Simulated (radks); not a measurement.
The numbers below are computed, except where a source is named.
Task: These are the eigenvalues of the occupied orbitals of an atom or ion with whole-number occupations (Ry). Level of theory: Dirac Kohn-Sham, LDA (Slater exchange, Perdew-Wang correlation), spin-unpolarised, spherical densities, point nucleus (a radial shooting solver on a logarithmic mesh with Libxc functionals).

orbital  eigenvalue
1s1/2     -2954.457
2s1/2     -473.0559
2p1/2     -446.8403
2p3/2     -414.0535
3s1/2     -101.8738
3p1/2     -90.75059
3p3/2     -84.30910
3d3/2     -64.79416
3d5/2     -63.40881
4s1/2     -20.68712
4p1/2     -16.56273
4p3/2     -15.17874
4d3/2      -8.40599
4d5/2      -8.16547
5s1/2      -3.39598
5p1/2      -2.29583
5p3/2      -2.10276
4f5/2      -0.69183
4f7/2      -0.67049
6d3/2      -0.25526
6d5/2      -0.25317

Which element is it, and in what charge state? The configuration may be excited. Open shells, if any, are shared by 2j + 1.

Result: Z = 58, cerium, charge +1: Ce+ in [Xe] 4f2 6d1. The list shows which subshells hold electrons but not how many an open one holds; the 1s level, -1477.2 hartree, gives Z - s = 54.4 by -(Z - s)^2/2, which with screening and relativity narrows Z to a few neighbours, and the depths of the outer levels then fix element, charge and occupations together.
